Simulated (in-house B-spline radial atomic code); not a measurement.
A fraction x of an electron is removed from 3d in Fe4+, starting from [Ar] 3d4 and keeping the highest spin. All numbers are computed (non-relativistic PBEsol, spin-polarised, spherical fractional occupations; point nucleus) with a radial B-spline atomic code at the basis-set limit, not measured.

```tsv
x	E(x) - E(0) (eV)	3d up level (eV)
0	0.0000	-65.630
0.18	12.1607	-69.500
0.31	21.3797	-72.337
0.38	26.4971	-73.878
0.5	35.5222	-76.544
0.57	40.9352	-78.113
0.66	48.0566	-80.143
0.84	62.8512	-84.252
0.99	75.7488	-87.723
1	76.6272	-87.956
```

The exact functional would give a straight line between the two integer points. Deviations E(x) - E(0) - x[E(1) - E(0)], in eV: -1.632 at x = 0.18, -2.375 at x = 0.31, -2.621 at x = 0.38, -2.791 at x = 0.5, -2.742 at x = 0.57, -2.517 at x = 0.66, -1.516 at x = 0.84, -0.112 at x = 0.99.

The curve lies below the straight line by up to 2.791 eV (at x = 0.5): convex, the delocalisation error that favours fractional charges.

Question: How well does Slater's transition state (minus the level at half occupation) give the ionisation energy?

Answer: It gives 76.544 eV against 76.627 eV from the two total energies; NIST lists 75.00 eV, ground level to ground level.
